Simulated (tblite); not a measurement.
A geometry optimisation, step by step.

C5H6NO (doublet state).
Bonds: C1–N2, N2–C3, C3–C4 (aromatic), C4–C5 (aromatic), C5–O6 (aromatic), O6–C7 (aromatic), C3–C7 (aromatic). Hydrogens: H8, H9, H10 on C1; H11 on C4; H12 on C5; H13 on C7.
Bond orders are those of one Lewis drawing.

Computed with GFN2-xTB (tblite), gas phase: L-BFGS steps from a force-field or distance-geometry start until the largest atomic force falls under 0.01 eV/Å. 12 of its 30 geometries are shown.

Step 0: E = -562.5080 eV, largest atomic force 3.631 eV/Å
```
atom  x, y, z in Å  |  force x, y, z in eV/Å
C1     -2.127   -0.427    0.106   -0.366   0.672   0.308
N2     -1.271    0.686    0.473    1.397  -1.527  -0.616
C3      0.080    0.458    0.280   -3.464   0.965   0.501
C4      0.781   -0.639   -0.247    1.430  -1.279  -0.452
C5      2.110   -0.296   -0.203   -0.685   0.033  -0.077
O6      2.261    0.959    0.286   -0.801   0.013   0.137
C7      1.017    1.415    0.579    1.668   0.761   0.229
H8     -3.178   -0.164    0.306    0.349   0.250   0.030
H9     -2.075   -0.674   -0.959    0.265   0.007   0.001
H10    -1.942   -1.341    0.681    0.336   0.068  -0.043
H11     0.371   -1.585   -0.587    0.221   0.434   0.134
H12     3.017   -0.801   -0.493   -0.249   0.011   0.031
H13     0.954    2.410    1.004   -0.101  -0.409  -0.183
```

Step 3: E = -562.7005 eV, largest atomic force 0.304 eV/Å
```
atom  x, y, z in Å  |  force x, y, z in eV/Å
C1     -2.135   -0.420    0.109   -0.035  -0.085  -0.034
N2     -1.256    0.647    0.460    0.124  -0.084  -0.004
C3      0.042    0.473    0.282   -0.204  -0.091  -0.061
C4      0.796   -0.652   -0.246   -0.013  -0.123  -0.001
C5      2.099   -0.297   -0.207   -0.111   0.101   0.012
O6      2.248    0.958    0.289   -0.094   0.001   0.031
C7      1.031    1.422    0.582    0.028   0.054   0.040
H8     -3.170   -0.147    0.311    0.067   0.284   0.087
H9     -2.065   -0.673   -0.956    0.095  -0.036  -0.025
H10    -1.929   -1.335    0.677    0.139  -0.017  -0.021
H11     0.378   -1.580   -0.586    0.111   0.045   0.003
H12     3.005   -0.799   -0.491   -0.086  -0.029  -0.004
H13     0.952    2.405    1.001   -0.021  -0.020  -0.022
```

Step 5: E = -562.7097 eV, largest atomic force 0.161 eV/Å
```
atom  x, y, z in Å  |  force x, y, z in eV/Å
C1     -2.137   -0.425    0.107    0.041   0.025   0.006
N2     -1.254    0.634    0.458   -0.007   0.151   0.055
C3      0.039    0.469    0.276   -0.090  -0.022   0.049
C4      0.794   -0.654   -0.242   -0.004  -0.098  -0.082
C5      2.092   -0.292   -0.209    0.054   0.031   0.033
O6      2.242    0.958    0.292   -0.029   0.049   0.016
C7      1.026    1.421    0.584   -0.015   0.003   0.001
H8     -3.164   -0.124    0.318    0.081   0.110   0.032
H9     -2.057   -0.675   -0.956   -0.001  -0.059  -0.075
H10    -1.918   -1.335    0.675    0.017  -0.091   0.012
H11     0.386   -1.580   -0.588    0.033  -0.073  -0.030
H12     2.995   -0.799   -0.490   -0.028  -0.031  -0.014
H13     0.951    2.405    1.000   -0.052   0.005  -0.005
```

Step 8: E = -562.7137 eV, largest atomic force 0.065 eV/Å
```
atom  x, y, z in Å  |  force x, y, z in eV/Å
C1     -2.134   -0.425    0.106    0.027   0.024   0.006
N2     -1.255    0.638    0.461    0.006  -0.018  -0.014
C3      0.035    0.465    0.278    0.046   0.009   0.017
C4      0.794   -0.658   -0.245   -0.014   0.028   0.000
C5      2.091   -0.290   -0.207   -0.017  -0.026   0.003
O6      2.237    0.961    0.293    0.001  -0.011  -0.009
C7      1.021    1.420    0.585   -0.008  -0.010   0.000
H8     -3.154   -0.106    0.323    0.035  -0.016  -0.006
H9     -2.054   -0.680   -0.959   -0.022   0.010   0.049
H10    -1.913   -1.339    0.674   -0.036   0.037  -0.026
H11     0.393   -1.588   -0.591    0.036  -0.024  -0.014
H12     2.989   -0.802   -0.491    0.011   0.000  -0.004
H13     0.945    2.405    0.999   -0.065  -0.003  -0.002
```

Step 11: E = -562.7145 eV, largest atomic force 0.034 eV/Å
```
atom  x, y, z in Å  |  force x, y, z in eV/Å
C1     -2.131   -0.422    0.107   -0.021   0.003   0.003
N2     -1.253    0.639    0.461    0.020   0.001   0.005
C3      0.037    0.465    0.279   -0.008  -0.017  -0.021
C4      0.793   -0.658   -0.247    0.024  -0.020   0.008
C5      2.090   -0.291   -0.206    0.002   0.009  -0.006
O6      2.237    0.961    0.293    0.011  -0.005   0.003
C7      1.020    1.420    0.585    0.019  -0.002   0.002
H8     -3.150   -0.104    0.324   -0.032   0.010   0.008
H9     -2.056   -0.680   -0.957    0.001   0.013  -0.013
H10    -1.915   -1.338    0.672    0.000   0.000   0.016
H11     0.398   -1.591   -0.593    0.018   0.011   0.000
H12     2.989   -0.803   -0.492    0.000   0.005   0.000
H13     0.936    2.404    0.999   -0.033  -0.008  -0.005
```

Step 13: E = -562.7148 eV, largest atomic force 0.037 eV/Å
```
atom  x, y, z in Å  |  force x, y, z in eV/Å
C1     -2.132   -0.421    0.108   -0.016   0.003   0.003
N2     -1.251    0.639    0.461   -0.022   0.006   0.007
C3      0.038    0.463    0.278    0.006  -0.004  -0.004
C4      0.794   -0.660   -0.246    0.020  -0.007   0.000
C5      2.090   -0.291   -0.206    0.035   0.012   0.000
O6      2.237    0.960    0.293    0.010   0.020   0.011
C7      1.021    1.419    0.586   -0.013  -0.015  -0.007
H8     -3.150   -0.101    0.325   -0.024   0.012   0.006
H9     -2.057   -0.679   -0.956   -0.003   0.013  -0.017
H10    -1.916   -1.337    0.672   -0.001  -0.006   0.020
H11     0.402   -1.592   -0.595   -0.005  -0.018  -0.007
H12     2.989   -0.802   -0.492    0.017  -0.004  -0.004
H13     0.930    2.403    0.998   -0.005  -0.014  -0.007
```

Step 16: E = -562.7152 eV, largest atomic force 0.026 eV/Å
```
atom  x, y, z in Å  |  force x, y, z in eV/Å
C1     -2.134   -0.419    0.109   -0.002  -0.002   0.000
N2     -1.250    0.639    0.462   -0.005  -0.016  -0.007
C3      0.039    0.460    0.277   -0.004  -0.013   0.009
C4      0.798   -0.662   -0.246    0.003   0.006  -0.013
C5      2.094   -0.290   -0.206    0.008  -0.005   0.007
O6      2.239    0.961    0.294   -0.017   0.005  -0.001
C7      1.021    1.416    0.585   -0.020  -0.003  -0.005
H8     -3.153   -0.098    0.327    0.013   0.006  -0.001
H9     -2.058   -0.676   -0.956   -0.014   0.007   0.015
H10    -1.919   -1.335    0.674   -0.014   0.011  -0.004
H11     0.407   -1.595   -0.597    0.007  -0.003   0.001
H12     2.991   -0.802   -0.493    0.025   0.008   0.001
H13     0.920    2.400    0.996    0.021  -0.002  -0.001
```

Step 18: E = -562.7154 eV, largest atomic force 0.027 eV/Å
```
atom  x, y, z in Å  |  force x, y, z in eV/Å
C1     -2.136   -0.418    0.109   -0.002   0.000   0.000
N2     -1.250    0.638    0.461    0.018  -0.008  -0.002
C3      0.039    0.458    0.277   -0.006  -0.012  -0.004
C4      0.800   -0.663   -0.247    0.001  -0.006  -0.005
C5      2.096   -0.290   -0.206   -0.015  -0.006   0.001
O6      2.239    0.963    0.295   -0.010  -0.014  -0.008
C7      1.019    1.415    0.584    0.005   0.005   0.002
H8     -3.153   -0.096    0.327    0.003   0.008   0.002
H9     -2.060   -0.674   -0.955   -0.015  -0.006   0.003
H10    -1.921   -1.333    0.675   -0.015  -0.004  -0.005
H11     0.410   -1.597   -0.597    0.016   0.008   0.004
H12     2.995   -0.801   -0.493    0.005   0.024   0.011
H13     0.918    2.399    0.995    0.015   0.008   0.004
```

Step 21: E = -562.7156 eV, largest atomic force 0.025 eV/Å
```
atom  x, y, z in Å  |  force x, y, z in eV/Å
C1     -2.138   -0.417    0.110   -0.005  -0.001  -0.001
N2     -1.248    0.635    0.461   -0.006   0.005   0.008
C3      0.040    0.453    0.276    0.012   0.021  -0.008
C4      0.803   -0.665   -0.249   -0.004  -0.006   0.012
C5      2.098   -0.290   -0.205    0.002   0.010  -0.008
O6      2.237    0.963    0.295    0.023   0.006   0.001
C7      1.017    1.414    0.584    0.018   0.000   0.003
H8     -3.154   -0.090    0.329   -0.011   0.010   0.007
H9     -2.066   -0.672   -0.954   -0.011  -0.016  -0.014
H10    -1.926   -1.333    0.676   -0.013  -0.019  -0.001
H11     0.416   -1.599   -0.599   -0.002  -0.020  -0.008
H12     3.000   -0.796   -0.492   -0.005   0.013   0.008
H13     0.917    2.397    0.994    0.003  -0.001   0.001
```

Step 24: E = -562.7159 eV, largest atomic force 0.018 eV/Å
```
atom  x, y, z in Å  |  force x, y, z in eV/Å
C1     -2.142   -0.416    0.111   -0.003  -0.004  -0.002
N2     -1.247    0.632    0.461   -0.007  -0.005  -0.004
C3      0.041    0.451    0.274    0.001   0.006   0.003
C4      0.806   -0.667   -0.250    0.004   0.008   0.004
C5      2.100   -0.289   -0.206    0.009   0.006  -0.003
O6      2.238    0.963    0.294    0.006   0.009   0.003
C7      1.018    1.412    0.583    0.000   0.001   0.000
H8     -3.156   -0.084    0.331    0.005   0.003   0.003
H9     -2.072   -0.672   -0.954   -0.005  -0.007   0.005
H10    -1.934   -1.334    0.676   -0.010  -0.002  -0.008
H11     0.422   -1.603   -0.600   -0.002   0.003   0.003
H12     3.005   -0.790   -0.490    0.002  -0.017  -0.006
H13     0.916    2.396    0.994   -0.001  -0.001   0.001
```

Step 26: E = -562.7159 eV, largest atomic force 0.021 eV/Å
```
atom  x, y, z in Å  |  force x, y, z in eV/Å
C1     -2.142   -0.416    0.111    0.000   0.000   0.000
N2     -1.247    0.632    0.461    0.009  -0.004  -0.005
C3      0.041    0.452    0.274   -0.002  -0.009   0.001
C4      0.807   -0.667   -0.249    0.007   0.005  -0.003
C5      2.101   -0.288   -0.206    0.000  -0.001   0.001
O6      2.239    0.964    0.295   -0.006  -0.003  -0.003
C7      1.018    1.413    0.583   -0.002   0.004   0.001
H8     -3.156   -0.084    0.332    0.002   0.002   0.001
H9     -2.074   -0.673   -0.954   -0.004  -0.004   0.001
H10    -1.935   -1.334    0.675   -0.006  -0.003  -0.003
H11     0.423   -1.603   -0.600    0.005   0.018   0.009
H12     3.006   -0.790   -0.490   -0.003  -0.010  -0.004
H13     0.916    2.396    0.994   -0.001   0.005   0.003
```

Step 29: E = -562.7160 eV, largest atomic force 0.005 eV/Å
```
atom  x, y, z in Å  |  force x, y, z in eV/Å
C1     -2.143   -0.416    0.111    0.001  -0.001   0.000
N2     -1.246    0.630    0.460    0.004   0.000   0.000
C3      0.042    0.451    0.274    0.002  -0.002   0.000
C4      0.808   -0.667   -0.249    0.001  -0.001  -0.002
C5      2.103   -0.287   -0.206   -0.001  -0.001   0.003
O6      2.239    0.965    0.294   -0.001   0.000  -0.002
C7      1.018    1.413    0.583    0.001   0.001   0.000
H8     -3.156   -0.081    0.333   -0.001   0.000  -0.001
H9     -2.076   -0.674   -0.954   -0.002   0.002  -0.004
H10    -1.939   -1.335    0.674    0.001  -0.002   0.004
H11     0.425   -1.603   -0.600    0.000   0.001   0.001
H12     3.007   -0.791   -0.490   -0.004   0.002  -0.001
H13     0.916    2.396    0.994    0.000   0.001   0.001
```

**Question.** Summarise the path.

**Answer.** The energy falls by 20.07 kJ/mol from step 0 to step 29; nine tenths of that is first reached at step 3. It falls at every step. The largest force goes from 3.631 to 0.005 eV/Å. Among the bonds N2–C3 changes most, from 1.383 to 1.314 Å; the atoms move by 0.041 Å rms after alignment.

**Question.** Follow the three bonds and two angles with the largest change from start to end.

**Answer.** 
| step | E above end (kJ/mol) | largest force (eV/Å) | N2–C3 (Å) | C3–C4 (Å) | C3–C7 (Å) | C1–N2–C3 (°) | H8–C1–H10 (°) |
| --- | --- | --- | --- | --- | --- | --- | --- |
| 0 | 20.07 | 3.631 | 1.383 | 1.405 | 1.373 | 114.5 | 105.4 |
| 1 | 4.28 | 0.998 | 1.308 | 1.470 | 1.421 | 117.1 | 105.9 |
| 3 | 1.49 | 0.304 | 1.321 | 1.454 | 1.403 | 118.3 | 106.9 |
| 4 | 0.90 | 0.224 | 1.318 | 1.450 | 1.404 | 118.8 | 107.8 |
| 5 | 0.61 | 0.161 | 1.316 | 1.449 | 1.406 | 118.9 | 108.5 |
| 6 | 0.40 | 0.128 | 1.314 | 1.451 | 1.407 | 118.7 | 109.0 |
| 8 | 0.23 | 0.065 | 1.314 | 1.453 | 1.406 | 118.2 | 109.2 |
| 9 | 0.19 | 0.057 | 1.315 | 1.453 | 1.405 | 118.2 | 109.1 |
| 10 | 0.16 | 0.045 | 1.315 | 1.453 | 1.405 | 118.2 | 109.1 |
| 11 | 0.15 | 0.034 | 1.314 | 1.452 | 1.405 | 118.2 | 109.0 |
| 13 | 0.12 | 0.037 | 1.314 | 1.452 | 1.405 | 118.3 | 109.0 |
| 14 | 0.10 | 0.037 | 1.314 | 1.452 | 1.405 | 118.3 | 109.1 |
| 15 | 0.09 | 0.030 | 1.314 | 1.452 | 1.405 | 118.3 | 109.1 |
| 16 | 0.08 | 0.026 | 1.314 | 1.452 | 1.405 | 118.3 | 109.1 |
| 18 | 0.06 | 0.027 | 1.314 | 1.453 | 1.404 | 118.3 | 109.1 |
| 19 | 0.05 | 0.030 | 1.314 | 1.453 | 1.404 | 118.4 | 109.1 |
| 20 | 0.04 | 0.027 | 1.314 | 1.452 | 1.404 | 118.4 | 109.1 |
| 21 | 0.03 | 0.025 | 1.314 | 1.452 | 1.404 | 118.5 | 109.1 |
| 23 | 0.01 | 0.024 | 1.314 | 1.453 | 1.405 | 118.6 | 109.1 |
| 24 | 0.01 | 0.018 | 1.314 | 1.453 | 1.405 | 118.7 | 109.1 |
| 25 | 0.01 | 0.015 | 1.314 | 1.453 | 1.405 | 118.7 | 109.1 |
| 26 | 0.00 | 0.021 | 1.314 | 1.453 | 1.405 | 118.7 | 109.0 |
| 28 | 0.00 | 0.010 | 1.314 | 1.453 | 1.405 | 118.8 | 109.0 |
| 29 | 0.00 | 0.005 | 1.314 | 1.453 | 1.405 | 118.9 | 109.0 |

The cost below is that of the whole relaxation. Hardware: one thread of an Arm Neoverse V2, shared host with 96 logical CPUs at a one-minute load of 57. Cost: 0.11 s.
